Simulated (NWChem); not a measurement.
The numbers come from NWChem runs, not from measurements. System: C$_{3}$H$_{8}$OSi, charge 0, spin multiplicity 1, at a geometry optimised with PBE0/def2-SVP. The structure started from a generated list of species. Level: B3LYP/def2-SVP, VWN1-RPA local correlation.

The NWChem input:

```
start mol
memory heap 200 mb stack 800 mb global 1000 mb
geometry units angstroms nocenter noautoz noautosym
  C      2.866936     0.620204    -0.258543
  C      1.821445    -0.204461    -0.187704
  O      0.551893     0.230720    -0.047930
  C     -0.454105    -0.755795     0.006749
  Si    -2.133740     0.103775     0.219677
  H      3.871001     0.211317    -0.370476
  H      2.736117     1.703075    -0.205985
  H      1.938592    -1.295786    -0.239374
  H     -0.287135    -1.453444     0.851014
  H     -0.466953    -1.367808    -0.916650
  H     -2.400321     1.006787    -0.937728
  H     -3.188619    -0.954856     0.278043
  H     -2.151129     0.892409     1.486102
end
basis spherical
  * library def2-svp
end
dft
  xc b3lyp
  semidirect memsize 60000000 filesize 0
  iterations 100
end
task dft energy
```

Output (cleaned and shortened):

```
             Northwest Computational Chemistry Package (NWChem) 7.3.0
             --------------------------------------------------------

                                NWChem Input Module
                                -------------------

 Scaling coordinates for geometry "geometry" by  1.889725989
 (inverse scale =  0.529177249)

                             Geometry "geometry" -> ""
                             -------------------------

 Output coordinates in angstroms (scale by  1.889725989 to convert to a.u.)

  No.       Tag          Charge          X              Y              Z
 ---- ---------------- ---------- -------------- -------------- --------------
    1 C                    6.0000     2.86693600     0.62020400    -0.25854300
    2 C                    6.0000     1.82144500    -0.20446100    -0.18770400
    3 O                    8.0000     0.55189300     0.23072000    -0.04793000
    4 C                    6.0000    -0.45410500    -0.75579500     0.00674900
    5 Si                  14.0000    -2.13374000     0.10377500     0.21967700
    6 H                    1.0000     3.87100100     0.21131700    -0.37047600
    7 H                    1.0000     2.73611700     1.70307500    -0.20598500
    8 H                    1.0000     1.93859200    -1.29578600    -0.23937400
    9 H                    1.0000    -0.28713500    -1.45344400     0.85101400
   10 H                    1.0000    -0.46695300    -1.36780800    -0.91665000
   11 H                    1.0000    -2.40032100     1.00678700    -0.93772800
   12 H                    1.0000    -3.18861900    -0.95485600     0.27804300
   13 H                    1.0000    -2.15112900     0.89240900     1.48610200

 Effective nuclear repulsion energy (a.u.)     215.7402060137

            Nuclear Dipole moment (a.u.)
            ----------------------------
        X                 Y               Z
 ---------------- ---------------- ----------------
    -0.0000132281    -0.0000151178    -0.0000075589


 Summary of "ao basis" -> "" (spherical)
 ------------------------------------------------------------------------------
       Tag                 Description            Shells   Functions and Types
 ---------------- ------------------------------  ------  ---------------------
 *                          def2-svp                  on all atoms

                                 NWChem DFT Module
                                 -----------------

 Summary of "ao basis" -> "ao basis" (spherical)
 ------------------------------------------------------------------------------
       Tag                 Description            Shells   Functions and Types
 ---------------- ------------------------------  ------  ---------------------
 C                          def2-svp                 6       14   3s2p1d
 O                          def2-svp                 6       14   3s2p1d
 Si                         def2-svp                 8       18   4s3p1d
 H                          def2-svp                 3        5   2s1p

 Summary of "ao basis" -> "ao basis" (spherical)
 ------------------------------------------------------------------------------
       Tag                 Description            Shells   Functions and Types
 ---------------- ------------------------------  ------  ---------------------
 C                          def2-svp                 6       14   3s2p1d
 O                          def2-svp                 6       14   3s2p1d
 Si                         def2-svp                 8       18   4s3p1d
 H                          def2-svp                 3        5   2s1p

            General Information
            -------------------
          SCF calculation type: DFT
          Wavefunction type:  closed shell.
          No. of atoms     :    13
          No. of electrons :    48
           Alpha electrons :    24
            Beta electrons :    24
          Charge           :     0
          Spin multiplicity:     1
          Use of symmetry is: off; symmetry adaption is: off
          Maximum number of iterations: 100
          AO basis - number of functions:   114
                     number of shells:    56
          Convergence on energy requested:  1.00D-06
          Convergence on density requested:  1.00D-05
          Convergence on gradient requested:  5.00D-04

              XC Information
              --------------
                         B3LYP Method XC Potential
                     Hartree-Fock (Exact) Exchange  0.200
                        Slater Exchange Functional  0.800 local
                    Becke 1988 Exchange Functional  0.720 non-local
              Lee-Yang-Parr Correlation Functional  0.810
                  VWN I RPA Correlation Functional  0.190 local

             Grid Information
             ----------------
          Grid used for XC integration:  medium
          Radial quadrature: Mura-Knowles
          Angular quadrature: Lebedev.
          Tag              B.-S. Rad. Rad. Pts. Rad. Cut. Ang. Pts.
          ---              ---------- --------- --------- ---------
          C                   0.70       49          14.0       434
          O                   0.60       49          11.0       434
          Si                  1.10       88          13.0       590
          H                   0.35       45          15.0       434
          Grid pruning is: on
          Number of quadrature shells:   644
          Spatial weights used:  Erf1

          Convergence Information
          -----------------------
          Convergence aids based upon iterative change in
          total energy or number of iterations.
          Levelshifting, if invoked, occurs when the
          HOMO/LUMO gap drops below (HL_TOL):  1.00D-02
          DIIS, if invoked, will attempt to extrapolate
          using up to (NFOCK): 10 stored Fock matrices.

                    Damping( 0%)  Levelshifting(0.5)       DIIS
                  --------------- ------------------- ---------------
          dE  on:    start            ASAP                start
          dE off:    2 iters        100 iters           100 iters

      Screening Tolerance Information
      -------------------------------
          Density screening/tol_rho:  1.00D-10
          AO Gaussian exp screening on grid/accAOfunc:  14
          CD Gaussian exp screening on grid/accCDfunc:  20
          XC Gaussian exp screening on grid/accXCfunc:  20
          Schwarz screening/accCoul:  1.00D-08

      Superposition of Atomic Density Guess
      -------------------------------------

 Sum of atomic energies:        -480.29836186

      Non-variational initial energy
      ------------------------------

 Total energy =    -482.970972
 1-e energy   =   -1087.122466
 2-e energy   =     388.411288
 HOMO         =      -0.277210
 LUMO         =       0.016756

------------------------------------------------------------
EAF file 0: "./mol.aoints.0" size=524288 bytes
------------------------------------------------------------
               write      read    awrite     aread      wait
               -----      ----    ------     -----      ----
     calls:        1         0         0         0         0
   data(b): 5.24e+05  0.00e+00  0.00e+00  0.00e+00
   time(s): 0.00e+00  0.00e+00  0.00e+00  0.00e+00  0.00e+00
rate(mb/s): 0.00e+00  0.00e+00
------------------------------------------------------------

   convergence    iter        energy       DeltaE   RMS-Dens  Diis-err    time
 ---------------- ----- ----------------- --------- --------- ---------  ------
 d= 0,ls=0.0,diis     1   -483.5172900576 -6.99D+02  1.45D-02  5.45D-01     3.5
 d= 0,ls=0.0,diis     2   -483.5367027618 -1.94D-02  4.83D-03  4.20D-01     4.6
 d= 0,ls=0.0,diis     3   -483.5765334189 -3.98D-02  1.92D-03  7.95D-02     5.9
 d= 0,ls=0.0,diis     4   -483.5860440815 -9.51D-03  5.87D-04  7.00D-03     7.3
 d= 0,ls=0.0,diis     5   -483.5868400843 -7.96D-04  1.56D-04  7.48D-04     8.7
  Resetting Diis
 d= 0,ls=0.0,diis     6   -483.5869088578 -6.88D-05  4.08D-05  2.22D-05    10.1
 d= 0,ls=0.0,diis     7   -483.5869113221 -2.46D-06  2.46D-05  2.92D-06    11.3
 d= 0,ls=0.0,diis     8   -483.5869110275  2.95D-07  1.41D-05  5.42D-06    12.6
 d= 0,ls=0.0,diis     9   -483.5869116947 -6.67D-07  1.50D-06  5.72D-08    13.8

         Total DFT energy =     -483.586911694672
      One electron energy =    -1091.303377200416
           Coulomb energy =      440.707941198163
    Exchange-Corr. energy =      -48.731681706091
 Nuclear repulsion energy =      215.740206013672

 Numeric. integr. density =       47.999985572175

     Total iterative time =     13.4s

                       DFT Final Molecular Orbital Analysis
                       ------------------------------------

 Vector   22  Occ=2.000000D+00  E=-3.402270D-01
              MO Center= -1.2D+00,  2.3D-01,  1.3D-01, r^2= 4.5D+00
   Bfn.  Coefficient  Atom+Function         Bfn.  Coefficient  Atom+Function
  ----- ------------  ---------------      ----- ------------  ---------------
   100      0.265715  11 H  s               110     -0.265906  13 H  s
    66     -0.222129   5 Si pz               48      0.205846   4 C  pz
    34     -0.187902   3 O  pz               90      0.177059   9 H  s
    95     -0.177490  10 H  s                20     -0.166169   2 C  pz
   101      0.163219  11 H  s               111     -0.163580  13 H  s

 Vector   23  Occ=2.000000D+00  E=-3.148152D-01
              MO Center= -4.2D-01, -2.4D-01,  3.0D-02, r^2= 3.0D+00
   Bfn.  Coefficient  Atom+Function         Bfn.  Coefficient  Atom+Function
  ----- ------------  ---------------      ----- ------------  ---------------
    33      0.316752   3 O  py               47     -0.275028   4 C  py
    46      0.225281   4 C  px               36      0.222006   3 O  py
    64     -0.218382   5 Si px               31      0.167497   3 O  s
    45     -0.150114   4 C  s                32     -0.147749   3 O  px
    49      0.148193   4 C  px               50     -0.140653   4 C  py

 Vector   24  Occ=2.000000D+00  E=-2.294588D-01
              MO Center=  1.9D+00,  2.4D-01, -1.8D-01, r^2= 2.4D+00
   Bfn.  Coefficient  Atom+Function         Bfn.  Coefficient  Atom+Function
  ----- ------------  ---------------      ----- ------------  ---------------
     6      0.402727   1 C  pz               34     -0.375942   3 O  pz
     9      0.306136   1 C  pz               37     -0.303774   3 O  pz
    20      0.282477   2 C  pz               23      0.172273   2 C  pz
    96     -0.115443  10 H  s                91      0.114150   9 H  s
    95     -0.101151  10 H  s                90      0.099668   9 H  s

 Vector   25  Occ=0.000000D+00  E= 2.201543D-02
              MO Center=  2.0D+00,  2.9D-02, -2.0D-01, r^2= 3.1D+00
   Bfn.  Coefficient  Atom+Function         Bfn.  Coefficient  Atom+Function
  ----- ------------  ---------------      ----- ------------  ---------------
    23     -0.614520   2 C  pz                9      0.599389   1 C  pz
    20     -0.439850   2 C  pz               91     -0.408997   9 H  s
    96      0.409249  10 H  s                 6      0.376724   1 C  pz
    51      0.297632   4 C  pz               37      0.190944   3 O  pz
    34      0.174755   3 O  pz               69      0.124596   5 Si pz

 Vector   26  Occ=0.000000D+00  E= 3.223002D-02
              MO Center= -1.8D+00, -2.6D-01,  1.7D-01, r^2= 5.1D+00
   Bfn.  Coefficient  Atom+Function         Bfn.  Coefficient  Atom+Function
  ----- ------------  ---------------      ----- ------------  ---------------
    45      1.803390   4 C  s                67     -1.161502   5 Si px
    91     -0.634692   9 H  s                96     -0.630923  10 H  s
    68      0.532140   5 Si py               49     -0.389199   4 C  px
   106     -0.387794  12 H  s               101     -0.307943  11 H  s
   111     -0.308811  13 H  s                60     -0.199609   5 Si s

 Vector   27  Occ=0.000000D+00  E= 4.807692D-02
              MO Center= -1.4D+00, -2.0D-02,  1.4D-01, r^2= 5.4D+00
   Bfn.  Coefficient  Atom+Function         Bfn.  Coefficient  Atom+Function
  ----- ------------  ---------------      ----- ------------  ---------------
    68      1.171263   5 Si py              106      0.937528  12 H  s
   101     -0.589132  11 H  s               111     -0.587355  13 H  s
    31     -0.495770   3 O  s                86      0.374990   8 H  s
    45      0.355680   4 C  s                67      0.338472   5 Si px
    76      0.265963   6 H  s                59      0.235163   5 Si s

 center of mass
 --------------
 x =  -0.00010191 y =   0.02672219 z =   0.00106881

 moments of inertia (a.u.)
 ------------------
         114.785000965571         -69.921472587718         109.680951961677
         -69.921472587718        1172.154868532697           3.749384590083
         109.680951961677           3.749384590083        1232.532850913894

     Multipole analysis of the density
     ---------------------------------

     L   x y z        total         alpha         beta         nuclear
     -   - - -        -----         -----         ----         -------
     0   0 0 0     -0.000000    -24.000000    -24.000000     48.000000

     1   1 0 0     -0.130180     -0.065083     -0.065083     -0.000013
     1   0 1 0     -0.609827     -0.304906     -0.304906     -0.000015
     1   0 0 1     -0.013063     -0.006528     -0.006528     -0.000008

     2   2 0 0    -29.765442   -342.923388   -342.923388    656.081334
     2   1 1 0     -0.638867    -20.214144    -20.214144     39.789420
     2   1 0 1     -0.108712     31.016752     31.016752    -62.142216
     2   0 2 0    -28.655171    -46.274445    -46.274445     63.893719
     2   0 1 1      0.143656      0.995186      0.995186     -1.846716
     2   0 0 2    -30.693452    -26.547944    -26.547944     22.402437

 Task  times  cpu:       13.8s     wall:       13.8s

 Total times  cpu:       13.8s     wall:       13.8s
```
